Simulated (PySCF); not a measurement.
# [YbOF]− at several levels of theory

Computed with PySCF 2.14.0 (density fitting, no spin-orbit coupling) at the geometry relaxed with PBE0:

```xyz
3
[YbOF]− (singlet)
Yb    0.0078    0.0000   -0.3291
O     1.5765    0.0000    0.7474
F    -1.7021    0.0000    0.8255
```

| level | basis | state | HOMO (eV) | gap (eV) | charge on Yb1 (e) | population of f-type functions on Yb1 (core shells left out) | dipole about the centre of mass (D) | largest force component (eV/Å) |
| --- | --- | --- | --- | --- | --- | --- | --- | --- |
| PBE0 | Yb def2-SVP with ECP28, O def2-SVP, F def2-SVP | singlet | 0.41 | 1.86 | 0.25 | 13.72 | 4.91 | 0.00 |
| TPSSh | the same | singlet | 0.93 | 1.01 | 0.20 | 13.66 | 3.99 | 0.18 |
| PBE0 | Yb def2-TZVP with ECP28, O def2-TZVP, F def2-TZVP | singlet | 0.24 | 1.91 | 0.52 | 13.74 | 6.01 | 0.48 |

Charges are Mulliken's, which hang on the basis. The relaxation used the grid (50, 194), these runs (75, 302) or, all-electron (x2c bases, spin-free X2C Hamiltonian), (99, 590).

Question: What does BLYP with Yb def2-SVP with ECP28, O def2-SVP, F def2-SVP give here?

Answer: state singlet, HOMO (eV) 1.52, gap (eV) 0.15, charge on Yb1 (e) 0.05, population of f-type functions on Yb1 (core shells left out) 13.61, dipole about the centre of mass (D) 3.34, largest force component (eV/Å) 0.53. Time: 13 s on 2 threads of Arm Neoverse V2 (shared host), from an already converged density.

In the first row's basis the gap widens with exact exchange: 0.2 eV for BLYP (none); 1.0 to 1.9 eV for TPSSh, PBE0 (a fixed share).

The gap of the closed shell is small, and it wasn't tested for a lower spin-broken solution at this geometry.

Small gap, closed shell not tested for a spin-broken solution: BLYP, TPSSh, PBE0 (small-core/TZVP).

The highest filled level of some runs lies above zero, as often for anions with such functionals and bases.
